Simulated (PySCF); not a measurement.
AsBGeH₆O.
Numbering: `[GeH3:1][O:2][BH:3][AsH2:4]` (hydrogens: H5, H6, H7 on Ge1; H8 on B3; H9, H10 on As4)

Theory: TDDFT CAM-B3LYP/def2-SVPD, vertical, gas phase, core orbitals frozen in the response (PySCF 2.14.0, density-fitted response routines). Isolated species at its PBE0-D3(BJ)/def2-SVP geometry (one conformer only). Relativistic effects, spin–orbit coupling among them, are left out although an element past zinc is present. Torsions of this conformer, `[GeH3:1][O:2][BH:3][AsH2:4]`: Ge1–O2–B3–As4 4°, H–As4–B3–O2 -41°, H–As4–B3–O2 -135°.

Problem. List the vertical singlet excitations with oscillator strengths and describe the spectrum.

Solution. 

```
state  E (eV)  ν̃ (cm⁻¹)       f     main configurations (H = HOMO, L = LUMO)
   S1    5.03      40600   0.017          H→L+1 (39%), H→L (33%), H→L+2 (15%)
   S2    5.79      46670   0.016          H→L (49%), H→L+1 (18%), H→L+2 (11%)
   S3    6.23      50280   0.058        H→L+3 (42%), H→L+2 (30%), H→L+1 (10%)
   S4    6.53      52660  0.0015        H→L+3 (32%), H→L+1 (24%), H→L+2 (16%)
   S5    6.67      53770   0.041    H-1→L+1 (35%), H-1→L (35%), H-1→L+2 (10%)
   S6    6.99      56390   0.032         H→L+4 (56%), H→L+2 (11%), H→L+6 (9%)
   S7    7.38      59560   0.026     H-1→L (43%), H-1→L+1 (25%), H-1→L+2 (9%)
   S8    7.43      59960   0.221                     H→L+6 (44%), H→L+5 (28%)
   S9    7.53      60760   0.027        H→L+5 (58%), H→L+6 (18%), H→L+4 (10%)
  S10    7.78      62730   0.044  H-1→L+2 (43%), H-1→L+3 (16%), H-1→L+1 (15%)
```

Triplets (Tamm–Dancoff): T1 4.38 eV, H→L+1 (40%), H→L (36%), H→L+2 (16%); T2 5.36 eV, H→L (27%), H→L+3 (24%), H→L+4 (14%); T3 5.69 eV, H→L+3 (35%), H-1→L+1 (13%), H→L (12%); T4 6.07 eV, H-1→L (36%), H→L+1 (16%), H→L+3 (10%).

The lowest singlet comes at 246 nm (486 kJ/mol) in the ultraviolet; it is weak; its leading configuration is HOMO→LUMO+1 (39%). The strongest level in the table is S8 at 7.43 eV (167 nm, f = 0.221). Löwdin shares by element: HOMO arsenic 54%, boron 17%, oxygen 13%, hydrogen 6% or more; LUMO germanium 24%, boron 24%, oxygen 12%, arsenic 12% (atoms not listed hold the other 29%). The listed states span 2.74 eV, and the widest gap between neighbours is 0.75 eV (S1 to S2). Orbital energies (eV): HOMO-3 -11.27, HOMO-2 -11.06, HOMO-1 -9.68, HOMO -8.19, LUMO 0.43, LUMO+1 0.53, LUMO+2 0.68. Weighted by f, the mean energy of these states is 7.09 eV. The vertical ionisation energy (ΔSCF) is 9.09 eV, 1.31 eV above S10. The window holds the lowest 10 singlets.
